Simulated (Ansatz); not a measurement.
Pd3O3⁻. The state is a doublet with charge -1. Geometry r2SCAN-D4/def2-SVPD; atoms count from 1.

```csv
atom,x (Å),y (Å),z (Å)
Pd1,-0.296,-0.185,-0.249
Pd2,1.195,1.730,0.442
Pd3,1.555,0.028,2.234
O4,-0.961,0.244,-2.023
O5,-1.629,-0.903,-1.867
O6,0.137,-0.914,1.464
```

In the def2 sets Pd takes a core potential; there is no spin–orbit coupling. The structure holds one bond between oxygen atoms, so isomers without such links may lie far lower. Another isomer (doublet) lies 1.53 eV lower at PBE0-D4/def2-TZVPD; other spin states weren't run for this one.

**Question.** Estimate the Mulliken populations from the PBE0/def2-TZVPD orbitals of Ansatz.

**Answer.** 
```tsv
atom	charge (e)	spin (α − β)	d electrons
Pd1	0.32	0.14	8.77
Pd2	-0.04	-0.07	9.48
Pd3	0.01	-0.04	9.08
O4	-0.19	0.48	–
O5	-0.36	0.46	–
O6	-0.74	0.03	–
```
Mulliken values depend strongly on the basis. With diffuse functions, as here, like atoms can get unlike values, and bond orders can come out too low or too high.

**Question.** Where does the spin sit?

**Answer.** Summed by element: Pd 0.02, O 0.98, of 1 unpaired in all. Largest on single atoms: O4 0.48, O5 0.46, Pd1 0.14.

**Question.** And the Mayer bond orders between heavy atoms (over 0.3)?

**Answer.** Pd1–Pd2 0.66 (2.52 Å); Pd1–O4 0.42 (1.94 Å); Pd1–O6 0.43 (1.91 Å); Pd2–Pd3 0.68 (2.50 Å); Pd3–O6 0.58 (1.87 Å); O4–O5 0.94 (1.34 Å).
